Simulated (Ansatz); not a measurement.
Computed with Ansatz on PBE0-D4/def2-TZVP structures; ΔE is electronic, products minus reactants. CCSD(T)/CBS adds triple-zeta CCSD(T) − MP2 to the extrapolated MP2 energy (def2 sets, frozen cores). Functionals use def2-TZVPP. B3LYP here is the variant with VWN-RPA as its local correlation; programs differ in this. Each species was taken in one conformer, which may not be the lowest.

Consider the isomerisation: `N=C(F)O[SiH3]` → `NC(=O)[SiH2]F`.

Question: Is it downhill or uphill in electronic energy at CCSD(T)/CBS, and by how much? (Estimate.)

Answer: Computed: Downhill: ΔE = -34.9 kcal/mol.

Question: What do these levels give: r2SCANh-D4, B3LYP, BHLYP, RPA@PBE/def2-TZVPP, HF/def2-QZVPP, SCS-MP2/def2-QZVPP? (Estimate.)

Answer: The calculation gave: r2SCANh-D4 -33.9, B3LYP -35.1, BHLYP -33.6, RPA@PBE/def2-TZVPP -32.0, HF/def2-QZVPP -30.9, SCS-MP2/def2-QZVPP -35.4 kcal/mol.

Largest T1 diagnostic among the species: 0.015.

From PBE to PBE0 (25 % exact exchange), in def2-TZVPP and without D4, ΔE moves by +1.4 kcal/mol. Leaving LDA and LC-ωPBE aside and taking each functional with its dispersion term where it has one, the values, not all of them listed here, spread over 3.3 kcal/mol, from BLYP-D4 to B97M-V. LDA lies +2.4 kcal/mol from PBE without D4.
